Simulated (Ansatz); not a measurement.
Ansatz (an electronic-structure program) input (B3LYP-D3(BJ)/def2-TZVP):

Ansatz 0.2 input:
```yaml
crystal:
  periodic: [false, false, false]
  atoms:
    - {symbol: C, position_ang: [-1.88863079, -1.24266507, -0.06809613]}
    - {symbol: C, position_ang: [-1.02916366, -0.40157587, 0.79898134]}
    - {symbol: C, position_ang: [-0.00399015, 0.51536515, 0.05542972]}
    - {symbol: C, position_ang: [0.82103972, 1.26021842, 1.10958576]}
    - {symbol: C, position_ang: [-0.76129125, 1.53854410, -0.79757782]}
    - {symbol: C, position_ang: [0.90957554, -0.30949074, -0.87321768]}
    - {symbol: C, position_ang: [1.71769136, -1.42549641, -0.21576130]}
    - {symbol: H, position_ang: [-2.80978173, -0.86091016, -0.48576049]}
    - {symbol: H, position_ang: [-1.57606039, -2.23091056, -0.37632540]}
    - {symbol: H, position_ang: [-1.65226655, 0.25660106, 1.41339952]}
    - {symbol: H, position_ang: [-0.46836077, -1.03573987, 1.49087177]}
    - {symbol: H, position_ang: [0.17819920, 1.89171037, 1.72690827]}
    - {symbol: H, position_ang: [1.56591854, 1.90401000, 0.63563456]}
    - {symbol: H, position_ang: [1.34485116, 0.57308207, 1.77559951]}
    - {symbol: H, position_ang: [-0.06433987, 2.21422114, -1.29868561]}
    - {symbol: H, position_ang: [-1.36098876, 1.04649423, -1.56513075]}
    - {symbol: H, position_ang: [-1.43017924, 2.14438681, -0.18167475]}
    - {symbol: H, position_ang: [0.29046967, -0.73964910, -1.66545307]}
    - {symbol: H, position_ang: [1.59647546, 0.38486962, -1.36778175]}
    - {symbol: H, position_ang: [2.38092963, -1.04583585, 0.56296915]}
    - {symbol: H, position_ang: [1.07324290, -2.18159995, 0.23589180]}
    - {symbol: H, position_ang: [2.34050611, -1.93012710, -0.95652584]}
basis:
  gaussian:
    orbitals: def2-TZVP
hamiltonian:
  xc: b3lyp
  dispersion: d3bj
magnetization: {spin_polarized: true, initial_magnetization: 1}
phonons: {temperatures: {t_min: 298.15, t_max: 298.15, t_step: 100}}
```

Output:

```
Functional definition: B3LYP
integrals: 0.33 GiB planned
1920 factors; their error is unknown
0.43 GiB of the device are held for the grids
2.17 GiB of device memory are held for the factors and their scratch space
mean field: 2.84 GiB planned
mean field evaluation 1: about -7485.7041 eV, gradient 6.5e1 eV
mean field evaluation 2: about -7466.6004 eV, gradient 8.7e1 eV
mean field evaluation 4: about -7505.5984 eV, gradient 5.7e0 eV
mean field evaluation 8: about -7505.7417 eV, gradient 9.8e-2 eV
mean field evaluation 16: about -7505.6865 eV, gradient 5.8e-4 eV
mean field -7505.68649446 eV, -275.8288911343 hartree, gradient 3.9e-5 eV, S^2 0.754046; 0 other end points of the search recorded, 0 dependent functions left out
the calculation of the forces begins
reference -7505.68683560 eV, -275.8289036709 hartree; 29, 28 occupied and 278, 279 virtual orbitals, 1920 factors
these checks for a lower state are left out or cut short: stability, starts, cluster_reference, orbital_swaps, neighbouring_geometries, increment
integrals: 0.33 GiB planned
1920 factors; their error is unknown
0.43 GiB of the device are held for the grids
2.17 GiB of device memory are held for the factors and their scratch space
mean field: 2.84 GiB planned
mean field -7505.68624074 eV, -275.8288818103 hartree, gradient 3.2e-6 eV, S^2 0.754050; 0 other end points of the search recorded, 0 dependent functions left out
the calculation of the forces begins
reference -7505.68658186 eV, -275.8288943463 hartree; 29, 28 occupied and 278, 279 virtual orbitals, 1920 factors
these checks for a lower state are left out or cut short: stability, starts, cluster_reference, orbital_swaps, neighbouring_geometries, increment
integrals: 0.33 GiB planned
1920 factors; their error is unknown
0.43 GiB of the device are held for the grids
2.17 GiB of device memory are held for the factors and their scratch space
mean field: 2.84 GiB planned
mean field evaluation 32: about -7505.6865 eV, gradient 2.7e-6 eV
mean field -7505.68646218 eV, -275.8288899481 hartree, gradient 3.1e-6 eV, S^2 0.754041; 0 other end points of the search recorded, 0 dependent functions left out
the calculation of the forces begins
reference -7505.68680333 eV, -275.8289024852 hartree; 29, 28 occupied and 278, 279 virtual orbitals, 1920 factors
these checks for a lower state are left out or cut short: stability, starts, cluster_reference, orbital_swaps, neighbouring_geometries, increment
integrals: 0.33 GiB planned
1920 factors; their error is unknown
0.43 GiB of the device are held for the grids
2.17 GiB of device memory are held for the factors and their scratch space
mean field: 2.84 GiB planned
mean field -7505.68626284 eV, -275.8288826225 hartree, gradient 3.2e-6 eV, S^2 0.754050; 0 other end points of the search recorded, 0 dependent functions left out
the calculation of the forces begins
reference -7505.68660397 eV, -275.8288951588 hartree; 29, 28 occupied and 278, 279 virtual orbitals, 1920 factors
these checks for a lower state are left out or cut short: stability, starts, cluster_reference, orbital_swaps, neighbouring_geometries, increment
integrals: 0.33 GiB planned
1920 factors; their error is unknown
0.43 GiB of the device are held for the grids
2.17 GiB of device memory are held for the factors and their scratch space
mean field: 2.84 GiB planned
mean field -7505.68640837 eV, -275.8288879707 hartree, gradient 3.1e-6 eV, S^2 0.754042; 0 other end points of the search recorded, 0 dependent functions left out
[...]
2.17 GiB of device memory are held for the factors and their scratch space
mean field: 2.84 GiB planned
mean field -7505.68638907 eV, -275.8288872614 hartree, gradient 3.1e-6 eV, S^2 0.754046; 0 other end points of the search recorded, 0 dependent functions left out
the calculation of the forces begins
reference -7505.68673019 eV, -275.8288997973 hartree; 29, 28 occupied and 278, 279 virtual orbitals, 1920 factors
these checks for a lower state are left out or cut short: stability, starts, cluster_reference, orbital_swaps, neighbouring_geometries, increment
integrals: 0.33 GiB planned
1920 factors; their error is unknown
0.43 GiB of the device are held for the grids
2.17 GiB of device memory are held for the factors and their scratch space
mean field: 2.84 GiB planned
mean field -7505.68648820 eV, -275.8288909044 hartree, gradient 3.2e-6 eV, S^2 0.754046; 0 other end points of the search recorded, 0 dependent functions left out
the calculation of the forces begins
reference -7505.68682936 eV, -275.8289034415 hartree; 29, 28 occupied and 278, 279 virtual orbitals, 1920 factors
these checks for a lower state are left out or cut short: stability, starts, cluster_reference, orbital_swaps, neighbouring_geometries, increment
integrals: 0.33 GiB planned
1920 factors; their error is unknown
0.43 GiB of the device are held for the grids
2.17 GiB of device memory are held for the factors and their scratch space
mean field: 2.84 GiB planned
mean field -7505.68646781 eV, -275.8288901550 hartree, gradient 3.2e-6 eV, S^2 0.754046; 0 other end points of the search recorded, 0 dependent functions left out
the calculation of the forces begins
reference -7505.68680895 eV, -275.8289026917 hartree; 29, 28 occupied and 278, 279 virtual orbitals, 1920 factors
these checks for a lower state are left out or cut short: stability, starts, cluster_reference, orbital_swaps, neighbouring_geometries, increment
integrals: 0.33 GiB planned
1920 factors; their error is unknown
0.43 GiB of the device are held for the grids
2.17 GiB of device memory are held for the factors and their scratch space
mean field: 2.84 GiB planned
mean field evaluation 896: about -7505.7379 eV, gradient 7.3e-4 eV
mean field -7505.68646276 eV, -275.8288899694 hartree, gradient 3.2e-6 eV, S^2 0.754046; 0 other end points of the search recorded, 0 dependent functions left out
the calculation of the forces begins
reference -7505.68680389 eV, -275.8289025058 hartree; 29, 28 occupied and 278, 279 virtual orbitals, 1920 factors
these checks for a lower state are left out or cut short: stability, starts, cluster_reference, orbital_swaps, neighbouring_geometries, increment
integrals: 0.33 GiB planned
1920 factors; their error is unknown
0.43 GiB of the device are held for the grids
2.17 GiB of device memory are held for the factors and their scratch space
mean field: 2.84 GiB planned
mean field -7505.68647963 eV, -275.8288905893 hartree, gradient 3.2e-6 eV, S^2 0.754046; 0 other end points of the search recorded, 0 dependent functions left out
the calculation of the forces begins
reference -7505.68682081 eV, -275.8289031275 hartree; 29, 28 occupied and 278, 279 virtual orbitals, 1920 factors
these checks for a lower state are left out or cut short: stability, starts, cluster_reference, orbital_swaps, neighbouring_geometries, increment
integrals: 0.33 GiB planned
1920 factors; their error is unknown
0.43 GiB of the device are held for the grids
2.17 GiB of device memory are held for the factors and their scratch space
mean field: 2.84 GiB planned
mean field -7505.68642438 eV, -275.8288885589 hartree, gradient 3.1e-6 eV, S^2 0.754046; 0 other end points of the search recorded, 0 dependent functions left out
the calculation of the forces begins
reference -7505.68676547 eV, -275.8289010938 hartree; 29, 28 occupied and 278, 279 virtual orbitals, 1920 factors
these checks for a lower state are left out or cut short: stability, starts, cluster_reference, orbital_swaps, neighbouring_geometries, increment
integrals: 0.33 GiB planned
1920 factors; their error is unknown
0.43 GiB of the device are held for the grids
2.17 GiB of device memory are held for the factors and their scratch space
mean field: 2.84 GiB planned
mean field -7505.68643710 eV, -275.8288890265 hartree, gradient 3.2e-6 eV, S^2 0.754046; 0 other end points of the search recorded, 0 dependent functions left out
the calculation of the forces begins
reference -7505.68677821 eV, -275.8289015621 hartree; 29, 28 occupied and 278, 279 virtual orbitals, 1920 factors
these checks for a lower state are left out or cut short: stability, starts, cluster_reference, orbital_swaps, neighbouring_geometries, increment
integrals: 0.33 GiB planned
1920 factors; their error is unknown
0.43 GiB of the device are held for the grids
2.17 GiB of device memory are held for the factors and their scratch space
mean field: 2.84 GiB planned
mean field evaluation 928: about -7505.6865 eV, gradient 2.7e-6 eV
mean field -7505.68648607 eV, -275.8288908261 hartree, gradient 3.2e-6 eV, S^2 0.754046; 0 other end points of the search recorded, 0 dependent functions left out
the calculation of the forces begins
reference -7505.68682724 eV, -275.8289033636 hartree; 29, 28 occupied and 278, 279 virtual orbitals, 1920 factors
these checks for a lower state are left out or cut short: stability, starts, cluster_reference, orbital_swaps, neighbouring_geometries, increment
integrals: 0.33 GiB planned
1920 factors; their error is unknown
0.43 GiB of the device are held for the grids
2.17 GiB of device memory are held for the factors and their scratch space
mean field: 2.84 GiB planned
mean field -7505.68642836 eV, -275.8288887051 hartree, gradient 3.1e-6 eV, S^2 0.754046; 0 other end points of the search recorded, 0 dependent functions left out
the calculation of the forces begins
reference -7505.68676945 eV, -275.8289012400 hartree; 29, 28 occupied and 278, 279 virtual orbitals, 1920 factors
these checks for a lower state are left out or cut short: stability, starts, cluster_reference, orbital_swaps, neighbouring_geometries, increment
integrals: 0.33 GiB planned
1920 factors; their error is unknown
0.43 GiB of the device are held for the grids
2.17 GiB of device memory are held for the factors and their scratch space
mean field: 2.84 GiB planned
mean field -7505.68644870 eV, -275.8288894527 hartree, gradient 3.2e-6 eV, S^2 0.754046; 0 other end points of the search recorded, 0 dependent functions left out
the calculation of the forces begins
reference -7505.68678988 eV, -275.8289019909 hartree; 29, 28 occupied and 278, 279 virtual orbitals, 1920 factors
Total energy: -7506.60912221 eV, -275.8627970788 hartree
Atom 0 at    -1.888631    -1.242665    -0.068096 Å, force     0.000613     0.000589    -0.000382 eV/Å
Atom 1 at    -1.029164    -0.401576     0.798981 Å, force     0.001052    -0.000732    -0.000181 eV/Å
Atom 2 at    -0.003990     0.515365     0.055430 Å, force    -0.000371     0.000600    -0.000414 eV/Å
Atom 3 at     0.821040     1.260218     1.109586 Å, force     0.000347    -0.000510     0.000234 eV/Å
Atom 4 at    -0.761291     1.538544    -0.797578 Å, force     0.000167     0.000075    -0.000284 eV/Å
Atom 5 at     0.909576    -0.309491    -0.873218 Å, force    -0.000331    -0.000377     0.000246 eV/Å
Atom 6 at     1.717691    -1.425496    -0.215761 Å, force    -0.000518     0.000297     0.000368 eV/Å
Atom 7 at    -2.809782    -0.860910    -0.485760 Å, force    -0.000206    -0.000132     0.000057 eV/Å
Atom 8 at    -1.576060    -2.230911    -0.376325 Å, force    -0.000150    -0.000183     0.000241 eV/Å
Atom 9 at    -1.652267     0.256601     1.413400 Å, force     0.000178     0.000073    -0.000148 eV/Å
Atom 10 at    -0.468361    -1.035740     1.490872 Å, force    -0.000097    -0.000408     0.000009 eV/Å
Atom 11 at     0.178199     1.891710     1.726908 Å, force    -0.000072    -0.000063    -0.000089 eV/Å
Atom 12 at     1.565919     1.904010     0.635635 Å, force    -0.000018    -0.000035    -0.000103 eV/Å
Atom 13 at     1.344851     0.573082     1.775600 Å, force     0.000158     0.000206     0.000308 eV/Å
Atom 14 at    -0.064340     2.214221    -1.298686 Å, force    -0.000216     0.000191    -0.000230 eV/Å
Atom 15 at    -1.360989     1.046494    -1.565131 Å, force    -0.000063     0.000223    -0.000150 eV/Å
Atom 16 at    -1.430179     2.144387    -0.181675 Å, force    -0.000003    -0.000029    -0.000020 eV/Å
Atom 17 at     0.290470    -0.739649    -1.665453 Å, force    -0.000303     0.000034     0.000031 eV/Å
Atom 18 at     1.596475     0.384870    -1.367782 Å, force    -0.000288     0.000181     0.000344 eV/Å
Atom 19 at     2.380930    -1.045836     0.562969 Å, force     0.000225    -0.000061     0.000094 eV/Å
Atom 20 at     1.073243    -2.181600     0.235892 Å, force    -0.000147    -0.000011     0.000105 eV/Å
Atom 21 at     2.340506    -1.930127    -0.956526 Å, force     0.000041     0.000071    -0.000036 eV/Å
Dipole moment:     0.051704     0.035079    -0.008826 e Å
Vibrations: 85.61 107.31 140.86 224.16 227.33 247.03 276.41 291.61 332.21 365.09 400.77 453.64 482.71 566.81 712.92 774.49 796.95 872.57 919.48 946.71 1007.39 1016.28 1021.94 1065.24 1084.95 1109.22 1203.51 1225.28 1231.03 1312.90 1316.45 1339.75 1378.46 1399.77 1415.00 1421.72 1468.57 1481.13 1485.14 1492.90 1497.56 1502.94 1507.67 1509.04 1516.00 3009.35 3014.81 3023.04 3029.46 3037.63 3045.15 3050.74 3080.48 3086.09 3090.89 3093.09 3095.19 3101.96 3147.16 3242.53 cm⁻¹, zero-point energy 5.478992 eV
```

It need not be the lowest isomer of its formula.
